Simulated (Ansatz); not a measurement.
C₂H₇InO₂S, SMILES `C[O][In]([SH])[O]C` at its PBE0-D4/def2-TZVP geometry, where that method's forces vanish. Charge 0, multiplicity 1. In: def2 effective core potential.

```xyz
13

C     0.2642    2.0771   -1.8428
O     0.3279    2.2004   -0.4408
In    0.1672    0.6263    0.7261
S     0.3834    0.7285    3.0758
O    -0.2336   -1.0558   -0.2417
C    -0.4113   -2.2749    0.4284
H     1.2269    1.7660   -2.2674
H     0.0150    3.0582   -2.2604
H    -0.4964    1.3638   -2.1824
H     0.1547   -0.5910    3.2025
H    -0.6691   -3.0417   -0.3099
H    -1.2263   -2.2449    1.1656
H     0.4974   -2.6120    0.9468
```

Q: What forces (eV/Å) does r2SCAN-D4/def2-TZVPP give on these atoms in Ansatz? (Best estimate.)

A: The calculation gave: 
```
C1  -0.014 -0.061 -0.320
O2   0.025  0.180  0.226
In3  0.017 -0.013  0.096
S4   0.012  0.028  0.110
O5  -0.004  0.125 -0.287
C6  -0.034 -0.265  0.171
H7  -0.001  0.002  0.003
H8   0.001 -0.005  0.015
H9  -0.002  0.002  0.002
H10 -0.004 -0.008 -0.020
H11  0.003  0.014 -0.001
H12 -0.003  0.002  0.003
H13  0.003  0.001  0.002
```
